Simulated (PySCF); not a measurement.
Dipole moment and polarisability of `COB(OC)[O][GeH3]`

Species: C2H9BGeO3.
Geometry (PBE0-D3(BJ)/def2-SVP, Å), atoms numbered from 1 in this order:
```xyz
16
C2H9BGeO3 angstrom
C      2.3208    0.1371    0.6005
O      1.0359    0.6583    0.3867
B     -0.0086   -0.1241   -0.0209
O      0.1968   -1.4495   -0.2486
C     -0.8409   -2.2930   -0.6713
O     -1.2248    0.4582   -0.2013
Ge    -1.4710    2.2155    0.0835
H      2.4457   -0.1805    1.6497
H      2.5223   -0.7304   -0.0471
H      3.0602    0.9240    0.3895
H     -1.3082   -2.7975    0.1913
H     -0.4217   -3.0662   -1.3330
H     -1.6239   -1.7398   -1.2126
H     -2.9574    2.4323   -0.2386
H     -0.5737    3.0163   -0.8725
H     -1.1701    2.5362    1.5554
```

Level: CAM-B3LYP/def2-SVPD (PySCF), static field, nuclei fixed, core orbitals frozen in the response. The polarisability tensor in these axes (au):

```
x   84.17 -2.35  3.73
y   -2.35 85.95  2.99
z    3.73  2.99 68.74
```

Diagonalise the tensor; give its mean and Δα, where Δα² is half the sum of the squared differences of the eigenvalues.

Principal values 67.25, 84.03 and 87.58 au; mean 79.62 au = 11.80 Å³ = 13.13 × 10⁻⁴⁰ C²·m²/J; Δα = 18.81 au (24 % of the mean).

What is the dipole moment?

0.14 D at this geometry.

Rayleigh depolarisation ratio (linearly polarised light, static tensor)?

ρ = 3Δα²/(45ᾱ² + 4Δα²) = 1061.3/(285264 + 1415.0) = 0.0037.

What molar refraction does this α imply?

Lorentz–Lorenz: R = (4π/3)N_A α = 2.5225 cm³/(mol·Å³) × 11.80 Å³ = 29.8 cm³/mol, in the limit of long wavelengths.

Refractivity n − 1 of an ideal gas of it at 500 K and 1 atm, from the electronic α?

N = p/kT = 1.4678 × 10¹⁹ cm⁻³, so n − 1 = 2π × N × 11.80 × 10⁻²⁴ cm³ = 1088 × 10⁻⁶ at long wavelengths, for an ideal gas.

Isolated species at its PBE0-D3(BJ)/def2-SVP geometry (one conformer only). The calculation is non-relativistic, for germanium too.
